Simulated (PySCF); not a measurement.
An unknown gives this computed stick spectrum. Computed with TDDFT PBE0/def2-SVPD, vertical, gas phase, core orbitals frozen in the response in PySCF. Geometries: GFN2-xTB, one conformer each.

```json
{"state": "S1", "E (eV)": "3.60", "λ (nm)": "344.0", "f": "0.0004"}
{"state": "S2", "E (eV)": "4.45", "λ (nm)": "278.3", "f": "0.0022"}
{"state": "S3", "E (eV)": "5.54", "λ (nm)": "223.8", "f": "0.0039"}
{"state": "S4", "E (eV)": "5.79", "λ (nm)": "214.1", "f": "0.012"}
{"state": "S5", "E (eV)": "5.96", "λ (nm)": "208.1", "f": "0.014"}
{"state": "S6", "E (eV)": "6.18", "λ (nm)": "200.6", "f": "0.0043"}
{"state": "S7", "E (eV)": "6.22", "λ (nm)": "199.3", "f": "0.0009"}
{"state": "S8", "E (eV)": "6.26", "λ (nm)": "197.9", "f": "0.024"}
```

Triplets computed (Tamm–Dancoff): 2.94, 4.37, 5.23 eV.

Orbital energies (eV): HOMO-3 -8.82, HOMO-2 -8.52, HOMO-1 -7.54, HOMO -7.32, LUMO -1.82, LUMO+1 -0.12, LUMO+2 0.22.

Problem. Which structure fits? All have the formula C4H6OSSi.
A. `C1[Si@@H](OC(C=1)=S)C`
B. `O=C1CSC=C1[SiH3]`
C. `C#CCC(=O)[SiH2]S`
D. `O=C[C@H]1[SiH2]C=CS1`
E. `[SiH3]Oc1ccsc1`

Solution. C. Its S1 lies at 3.60 eV; the nearest of the others has S1 at 3.89 eV. S1 is HOMO-1→LUMO (72%), HOMO→LUMO (24%). Löwdin shares by element: HOMO sulfur 63%, silicon 11%, oxygen 7%, hydrogen 6% or more; LUMO carbon 46% or more, oxygen 32%, silicon 9%. At the same level the other candidates give, for their lowest levels:
- `[SiH3]Oc1ccsc1`: 5.38 eV (f 0.001); 5.41 eV (f 0.078); 5.86 eV (f 0.001); 6.06 eV (f 0.084); 6.12 eV (f 0.001); T1 3.76 eV; HOMO -6.55, LUMO -0.39 eV
- `O=C[C@H]1[SiH2]C=CS1`: 4.29 eV (f 0.001); 4.61 eV (f 0.013); 4.98 eV (f 0.074); 5.09 eV (f 0.039); 5.86 eV (f 0.006); T1 3.48 eV; HOMO -6.74, LUMO -1.11 eV
- `C[Si@H]1C=CC(=S)O1`: 2.50 eV (f 0.000); 4.60 eV (f 0.378); 5.52 eV (f 0.015); 5.66 eV (f 0.037); 5.73 eV (f 0.011); T1 2.11 eV; HOMO -6.44, LUMO -2.43 eV
- `O=C1CSC=C1[SiH3]`: 3.89 eV (f 0.000); 4.29 eV (f 0.141); 5.37 eV (f 0.000); 6.05 eV (f 0.001); 6.14 eV (f 0.009); T1 2.93 eV; HOMO -6.95, LUMO -1.90 eV

The values belong to the conformer `[CH:1]#[C:2][CH2:3][C:4](=[O:5])[SiH2:6][SH:7]`: C2–C3–C4–O5 -146°, C3–C4–Si6–S7 168°, H–S7–Si6–C4 6°.
